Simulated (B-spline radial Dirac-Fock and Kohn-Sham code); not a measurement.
Level of theory: relaxed Dirac-Fock hole states (ΔSCF) with Breit and QED corrections and a finite nucleus; a radial atomic solver. Free neutral atoms.

Question: Order these X-ray lines by photon energy, lowest first.
A. Mo Lβ1
B. Zr Lβ7
C. I Lη
D. Sn Lβ15
E. Rb Lγ3
F. Sn Lβ1

Answer: E (2057.7 eV), B (2227.0 eV), A (2396.2 eV), F (3663.8 eV), C (3777.3 eV), D (3905.7 eV).

Values without a named source are computed, but for edge energies of neutral atoms, which are taken from tables.
